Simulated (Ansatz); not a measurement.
Molecule: CHS, net charge 0, doublet state. It need not be the lowest isomer of its formula. 
Coordinates optimised at B3LYP-D3(BJ)/def2-TZVP (Ansatz, a quantum-chemistry and plane-wave program):
SMILES: S[C]
```xyz
3

S     -0.0500    -0.0191    -0.4147
C     -0.0717    -0.0128     1.2269
H      1.2300     0.3820    -0.7268
```
Charge 0, spin multiplicity 2.

Basis-set convergence of Hartree-Fock and CCSD(T) correlation energies (hartree) with Ansatz. Cores are frozen in the correlated levels unless marked. UHF or UKS for open shells. Spin-orbit coupling is left out. Non-relativistic.

| basis | functions | E(HF) | E(corr, CCSD(T)) |
|---|---|---|---|
| cc-pV(D+d)Z | 42 | -435.85836 | -0.26828 |
| cc-pV(T+d)Z | 83 | -435.88218 | -0.33496 |
| cc-pV(Q+d)Z | 149 | -435.88844 | -0.35618 |

Extrapolating the two largest sets (X = 3 and 4) as X^-3: E(corr) = (64·(-0.35618) - 27·(-0.33496))/37 = -0.3717 Eh, an estimate of the basis-set limit. The largest set recovers 95.8 % of it, the smallest 72.2 %.
